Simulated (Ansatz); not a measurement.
## Abstraction of H: GaH2(OH) + C3H5 → GaH2O + C3H6

Gas-phase species: GaH2(OH), singlet; C3H5 `C=[C]C`, doublet; GaH2O `[O][GaH2]`, doublet; C3H6 (propene) `C=CC`, singlet. A radical takes H: the energy is the difference in strength between the O–H bond broken and the C–H bond made.

Shapes, held fixed at every level: PBE0-D4/def2-TZVP. Programs: Ansatz 0.2.0. The zero-point and thermal change to 298 K, harmonic and unscaled (PBE0-D4/def2-TZVP), is +4.0 kJ/mol.

| level | kind | ΔH(298 K) (kJ/mol) | CPU time (sum over the molecules) |
| --- | --- | --- | --- |
| HF/def2-SVP | Hartree–Fock | -5.9 | – |
| SPW92/def2-TZVPP | LDA | +55.0 | 7.4 s |
| r2SCAN-D4/def2-TZVPP | meta-GGA | +38.0 | 27 s |
| B3LYP-D4/def2-TZVPP | global hybrid | +28.3 | 21 s |
| r2SCAN0-D4/def2-TZVPP | global hybrid | +33.1 | 35 s |
| wB97X-V/def2-TZVPP | range-separated hybrid | +26.5 | 55 s |
| B2PLYP/def2-TZVPP | double hybrid | +35.0 | 30 s |

B2PLYP/def2-TZVPP gives ΔH(298 K) = +35.0 kJ/mol; the levels span -5.9 to +55.0. They disagree on the sign: 6 of 7 are positive. The median of the levels is +33.1. No measured value is set beside it here. Spin contamination: C3H5 (⟨S²⟩ up to 0.91). Open shells run unrestricted. Relativity is left out for Ga. Outer-core shells of Ga are correlated, in sets that cover them unevenly. Times are processor times on shared x86 and Arm servers, and rough.
